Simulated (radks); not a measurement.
The numbers below are computed, except where a source is named.
The lead ion Pb2+ inside a hard spherical wall (all orbitals vanish at R), configuration held at [Hg] and not refilled when levels cross. Level of theory: scalar-relativistic Kohn-Sham, LDA (Slater exchange, Perdew-Wang correlation), spin-polarised, spherical densities, finite nucleus; Fermi nuclear charge, rms radius 5.5012 fm (a radial shooting solver on a logarithmic mesh with Libxc functionals). Eigenvalues in eV for spin up, with the zero of energy where the potential of the charges vanishes at infinity; a dash marks a level that is unbound or too diffuse for the functional's potential to be trusted. A positive occupied level is held by the wall or, in an anion where self-interaction has pushed it up, behind a barrier. The pressure on the wall is -dE/dV.

\begin{tabular}{lrrrrrrrrr}
R (bohr) & E (hartree) & kinetic (hartree) & e(4f) & e(5p) & e(5d) & e(6s) & e(6p, empty) & e(7s, empty) & pressure (GPa) \\ \hline
free & -20864.1118 & 23558.276 & -150.21 & -102.88 & -38.081 & -27.860 & -17.492 & -8.979 & 0 \\
12 & -20864.1118 & 23558.276 & -150.21 & -102.88 & -38.081 & -27.860 & -17.492 & -8.970 & < 0.0001 \\
10 & -20864.1118 & 23558.276 & -150.21 & -102.88 & -38.081 & -27.860 & -17.492 & -8.903 & < 0.0001 \\
8 & -20864.1118 & 23558.276 & -150.21 & -102.88 & -38.081 & -27.860 & -17.486 & -8.427 & 0.000769 \\
7 & -20864.1117 & 23558.277 & -150.20 & -102.87 & -38.077 & -27.856 & -17.459 & -7.566 & 0.0114 \\
6 & -20864.1108 & 23558.291 & -150.17 & -102.84 & -38.046 & -27.820 & -17.313 & -5.400 & 0.162 \\
4 & -20864.0176 & 23559.050 & -148.71 & -101.48 & -36.784 & -25.950 & -13.363 & 16.038 & 29.9 \\
3.5 & -20863.8314 & 23560.264 & -146.76 & -99.749 & -35.151 & -23.162 & -8.651 & 33.777 & 118 \\
3 & -20863.2530 & 23563.545 & -142.25 & -95.922 & -31.403 & -16.197 & 1.937 & 67.243 & 510 \\
2.5 & -20861.3084 & 23573.255 & -131.55 & -87.298 & -22.253 & 2.340 & 27.651 & 135.86 & 2580 \\
2 & -20853.8201 & 23606.355 & -104.93 & -66.088 & 2.777 & 57.606 & 97.544 & 294.45 & 16600 \\
\end{tabular}
